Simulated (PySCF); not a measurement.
Input of a response calculation (the driver script's job line, then coordinates in Å):

```
{"job": {"kind": "uv", "xc": "wB97X-D", "basis": "def2-SVPD", "ip": false, "nstates": 15}, "charge": 0, "multiplicity": 1}
Al     0.356045     1.443966    -0.750787
Cl     2.307309     0.994946    -0.132844
Cl    -0.002575     3.199076    -1.816326
S     -1.269985     0.101783    -0.315216
C     -0.429707    -1.247302     0.594559
H      0.653438    -1.085255     0.668104
H     -0.619966    -2.189436     0.064429
H     -0.856348    -1.303440     1.604370
```

Its output, with some lines taken out ([cut]):

```
coarse grid: 9448 points
cycle   1  E = -1600.3627815509  dE =  2.796e-01  |g| = 3.806e-01  |ddm| = 3.308e+00
cycle   2  E = -1600.3899666779  dE = -2.719e-02  |g| = 2.965e-01  |ddm| = 1.329e+00
cycle   3  E = -1600.4151499588  dE = -2.518e-02  |g| = 2.250e-02  |ddm| = 5.205e-01
cycle   4  E = -1600.4154451105  dE = -2.952e-04  |g| = 8.119e-03  |ddm| = 7.900e-02
cycle   5  E = -1600.4154773552  dE = -3.224e-05  |g| = 2.093e-03  |ddm| = 2.273e-02
cycle   6  E = -1600.4154805025  dE = -3.147e-06  |g| = 7.532e-04  |ddm| = 6.559e-03
final grid: 74456 points
cycle   7  E = -1600.5957788943  dE = -5.766e-05  |g| = 4.883e-03  |ddm| = 7.809e-02
cycle   8  E = -1600.5957824627  dE = -3.568e-06  |g| = 3.086e-03  |ddm| = 1.496e-02
cycle   9  E = -1600.5957848604  dE = -2.398e-06  |g| = 4.326e-04  |ddm| = 4.791e-03
cycle  10  E = -1600.5957849312  dE = -7.077e-08  |g| = 1.729e-04  |ddm| = 1.148e-03
cycle  11  E = -1600.5957849417  dE = -1.052e-08  |g| = 3.125e-05  |ddm| = 3.927e-04
cycle  12  E = -1600.5957849422  dE = -5.391e-10  |g| = 1.513e-05  |ddm| = 9.728e-05
converged SCF energy = -1600.5957849422

[cut]

Singlet excitations
state   eV       nm        f      main configurations
  1   5.5134    224.9   0.02209   H->L 0.87
  2   6.0633    204.5   0.05035   H->L+1 0.85, H-1->L 0.09
  3   6.1522    201.5   0.00564   H->L+2 0.82
  4   6.9631    178.1   0.00624   H-1->L+1 0.93
  5   7.1189    174.2   0.31924   H-1->L 0.80, H->L+1 0.09
[cut]
[cut]
  8   7.4604    166.2   0.00055   H-3->L 0.73, H-2->L+1 0.18
  9   7.5475    164.3   0.00076   H-1->L+2 0.82
[cut]
 11   7.8053    158.8   0.04344   H-4->L 0.85
 12   7.9805    155.4   0.03282   H-3->L+1 0.78, H-4->L+1 0.08
 13   7.9848    155.3   0.02374   H-4->L+1 0.64, H-5->L 0.18, H-3->L+1 0.10
 14   8.0086    154.8   0.06695   H-5->L 0.51, H-4->L+1 0.17, H->L+4 0.10
[cut]

[cut]
```

Computed, not measured: TDDFT wB97X-D/def2-SVPD, vertical, gas phase, core orbitals frozen in the response (PySCF 2.14.0, density-fitted response routines). Isolated species at its PBE0-D3(BJ)/def2-SVP geometry (one conformer only).

Question: What stood in the cut lines?

Answer: 
```
Static polarisability (au): isotropic 83.416, principal 65.095 85.214 99.939
  6   7.2762    170.4   0.02716   H-2->L 0.86
  7   7.4522    166.4   0.00033   H-2->L+1 0.79, H-3->L 0.16
 10   7.6377    162.3   0.03043   H->L+4 0.43, H->L+3 0.41
 15   8.1343    152.4   0.03366   H->L+4 0.34, H->L+6 0.17, H->L+3 0.15
Triplet excitations (Tamm-Dancoff, eV): 5.2455 5.3564 5.6756 6.3592
```

Question: What transition dipole goes with state 5?

Answer: |μ|² = 3f / (2ΔE) = 3 × 0.3192 / (2 × 0.2616) = 1.830 au, so |μ| = 3.44 D.

Question: What is the polarisability anisotropy, √(½[(α1 − α2)² + (α2 − α3)² + (α3 − α1)²])?

Answer: 30.30 au.

Question: How many basis functions and electrons does this run hold?

Answer: 149 basis functions for 72 electrons in 36 doubly occupied orbitals.

Question: Which species is it?

Answer: `C[S][Al]([Cl])[Cl]` (AlCl2(SMe)) (CH3AlCl2S).

The SCF starts on a coarse grid; the energy jumps when the final grid takes over, and dE counts afresh there. H and L stand for HOMO and LUMO.

Note: wB97X-D ran without an empirical dispersion term, which enters the total energy and its gradient alone.
